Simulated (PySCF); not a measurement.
# A small calculation by hand: dipole moment from atomic charges

MoBr5, SMILES [Br][Mo]([Br])([Br])([Br])[Br] (connectivity only; charge and spin as stated), neutral, multiplicity 2. Atoms are numbered in the order given.

```xyz
6

Mo     0.0000     0.0000     0.0483
Br     2.1074     0.0000    -1.1407
Br     0.0000     2.4726    -0.1051
Br     0.0000    -2.4726    -0.1051
Br     0.0000     0.0000     2.4337
Br    -2.1074     0.0000    -1.1407
```
Charge 0, spin multiplicity 2.

The structure is a stationary point at B3LYP-D3(BJ)/def2-SVP. The multiplicity is an assumed one; other spin states were not compared. The def2 effective core potentials stand for the cores of Mo; spin–orbit coupling is left out.

Charges (e) from PBE0/def2-TZVP in PySCF:

```csv
atom,Mulliken,ESP fit
Mo1,0.829,-0.128
Br2,-0.161,0.065
Br3,-0.180,-0.072
Br4,-0.180,-0.072
Br5,-0.146,0.142
Br6,-0.161,0.065
```

The dipole moment of the full density is 0.96 D.

Question: What dipole moment does each set of point charges give, and which comes closer to that of the density?

Answer: 
μ = Σ q r, and 1 e Å = 4.8032 D.
Mulliken: Σ q r = (0.000, 0.000, 0.090) e Å, |μ| = 0.43 D.
ESP fit: Σ q r = (0.000, 0.000, 0.206) e Å, |μ| = 0.99 D.
ESP fit comes closer in size. Point charges leave out the atoms' own dipoles (lone pairs, polarised bonds); fits to the potential absorb them, partitions of the density don't.
